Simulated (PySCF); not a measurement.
# Electron correlation in Kr²⁺ (krypton, charge +2)

[Ar] 3d10 4s2 4p3 4d1, high-spin 5D determinant (an excited configuration). Calculation: PySCF 2.14, in aug-cc-pVTZ-DK; the spin-free X2C one-electron Hamiltonian (Gaussian nucleus). Frozen: [Ar] 3d10; 6 electrons correlated.

```tsv
level	correlation energy (mhartree)
CCSD	-107.02
(T)	-2.36
CCSD(T)	-109.38
```

Diagnostics: T1 = 0.0033, D1 = 0.0077, largest double amplitude 0.045.

Question: Is a single reference adequate?

Answer: Yes, within this model without spin-orbit coupling: T1 lies below 0.03 and no double amplitude reaches 0.07.
